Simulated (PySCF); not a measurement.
Si(OH)(SiH3) (H₄OSi₂), SMILES O[Si][SiH3] (connectivity only; charge and spin as stated), neutral, multiplicity 1. Atoms are numbered in the order given.

```xyz
7

Si    -0.7228    -0.8645     0.0000
O      0.7683    -1.6315     0.0000
H      1.5711    -1.0802     0.0000
Si     0.1060     1.4512     0.0000
H      1.6156     1.4711     0.0000
H     -0.3490     2.2242    -1.2055
H     -0.3490     2.2242     1.2055
```

The structure is a stationary point at PBE-D3(BJ)/def2-TZVP. One conformer was computed; it need not be the lowest.

Vertical ionisation energy (IE) and electron affinity (EA) in eV. Rows of orbital energies are one-electron estimates. Where ΔSCF, EOM or ADC give a negative EA the extra electron is unbound and the value depends on the basis.

| level | IE | EA |
|---|---|---|
| −ε(HOMO), −ε(LUMO), HF/def2-TZVPD (PySCF) | 8.48 | -0.55 |
| ADC(2)/aug-cc-pVDZ (PySCF) | 8.11 | 0.66 |

Beyond the first one, list the lowest photoelectron lines from ADC(2)/aug-cc-pVDZ run with PySCF 2.14.0 with their pole strengths (two spins summed). (The exact figures need the calculation; the answer reports its results.)

11.04 eV (1.74), 11.58 eV (1.70), 12.28 eV (1.82), 12.34 eV (1.81), 13.78 eV (1.73).
